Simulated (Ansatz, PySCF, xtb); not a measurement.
Energy difference R1 + R2 → P1 + P2, each structure at its B3LYP-D3(BJ)/def2-TZVP stationary point, reached from a drawn start (curvature not checked).
R1, H2O (SMILES O) (charge 0, multiplicity 1):
```xyz
3

O      0.000     0.000     0.390
H      0.000     0.765    -0.195
H      0.000    -0.765    -0.195
```
R2: F4Ti (SMILES [F][Ti]([F])([F])[F]), charge 0, multiplicity 1.
P1: F3HOTi (SMILES [OH][Ti]([F])([F])[F]), charge 0, multiplicity 1.
P2: HF (SMILES F), charge 0, multiplicity 1.

P less R. No zero-point or thermal terms; no spin–orbit coupling. One arrangement of each flexible species, with no search for the lowest.

Frozen-core correlation throughout.

Run with Ansatz (Gaussian orbitals); PySCF for the D3/D4 terms; xtb for the GFN methods. Each number belongs to the level named beside it.

| level | reaction energy (kcal/mol) |
|---|---|
| GFN1-xTB | 7.83 |
| GFN2-xTB | 36.80 |
| HF/def2-SVP | 7.88 |
| B3LYP-D3(BJ)/def2-TZVPP | 9.69 |
| BHLYP/def2-TZVPP | 9.58 |
| wB97X-V/def2-TZVPP | 10.53 |
| CCSD/def2-SVP | … |
| CCSD/def2-TZVPP | … |
| CCSD(T)/def2-TZVPP | … |

Fill in the missing entries.


- CCSD/def2-SVP, reaction energy (kcal/mol): 9.26
- CCSD/def2-TZVPP, reaction energy (kcal/mol): 9.59
- CCSD(T)/def2-TZVPP, reaction energy (kcal/mol): 9.49

Ansatz is a first-principles code.
